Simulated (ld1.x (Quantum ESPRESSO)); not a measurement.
Which change was made? (Al, TM)

aluminium (Al), norm-conserving Troullier–Martins (Kleinman–Bylander form), made with ld1.x (Quantum ESPRESSO) 7.5 (PBE, scalar-relativistic). Core [Ne], reference 3s2 3p0 (charge +1). Waves: 3p (bound, empty): rc 2.45 bohr; 3d channel at 0.3 Ry: rc 1.80 bohr; 3s (bound): rc 1.95 bohr. Local part: the s channel. Core correction: a·sin(br)/r model core inside 1.15 bohr.

Cutoffs, loose and tight: the cutoffs (Ry, on a coarse ladder) from which the occupation-weighted sum of valence levels, in a spherical-Bessel basis at the reference potential, stays within 10 and 1 mRy of its value at 400 Ry. They do not see the model core or the augmentation charge, which bear on the density cutoff. Test errors are all-electron minus pseudo excitation energies from the reference, over the configurations 3s2 3p1; 3s1 3p0; 3s2 3p0.5; 3s2 3p1.3; 3s1 3p1; 3s1 3p2; 3s0 3p3; variants that change the core or the reference have their own tests.

The base gives: outcome: generated; cutoff, loose: 10 Ry; cutoff, tight: 30 Ry; bound ghosts: none; largest test error (meV): -12.

(1) After one change the result is: outcome: generated; cutoff, loose: 10 Ry; cutoff, tight: 30 Ry; bound ghosts: none; largest test error (meV): +14. Which change was it?
A. reference 3s2 3p1
B. core correction a·sin(br)/r model core inside 1.86 bohr
C. type PAW; waves now 3s (bound): rcut 1.70, rcutus 1.95 bohr; 3s channel at -0.45 Ry: rcut 1.70, rcutus 1.95 bohr; 3p (bound): rcut 2.15, rcutus 2.45 bohr; 3p channel at -0.3 Ry: rcut 2.15, rcutus 2.45 bohr; 3d channel at 0.3 Ry: rcut 1.55, rcutus 1.80 bohr; local potential all-electron potential smoothed inside 2.10 bohr (lloc = -1); augmentation PSQ, inside the norm-conserving radii
D. wave 3d channel at 0.3 Ry: rc 1.80 bohr becomes 3d channel at 6.44 Ry: rc 1.80 bohr

Answers

(1) A. The others give: type PAW; waves now 3s (bound): rcut 1.70, rcutus 1.95 bohr; 3s channel at -0.45 Ry: rcut 1.70, rcutus 1.95 bohr; 3p (bound): rcut 2.15, rcutus 2.45 bohr; 3p channel at -0.3 Ry: rcut 2.15, rcutus 2.45 bohr; 3d channel at 0.3 Ry: rcut 1.55, rcutus 1.80 bohr; local potential all-electron potential smoothed inside 2.10 bohr (lloc = -1); augmentation PSQ, inside the norm-conserving radii → outcome: generated; cutoff, loose: 8 Ry; cutoff, tight: 10 Ry; bound ghosts: none; largest test error (meV): -13 | core correction a·sin(br)/r model core inside 1.86 bohr → outcome: generated; cutoff, loose: 10 Ry; cutoff, tight: 30 Ry; bound ghosts: none; largest test error (meV): +7.1 | wave 3d channel at 0.3 Ry: rc 1.80 bohr becomes 3d channel at 6.44 Ry: rc 1.80 bohr → outcome: generated; cutoff, loose: 10 Ry; cutoff, tight: 30 Ry; bound ghosts: d; largest test error (meV): -12.
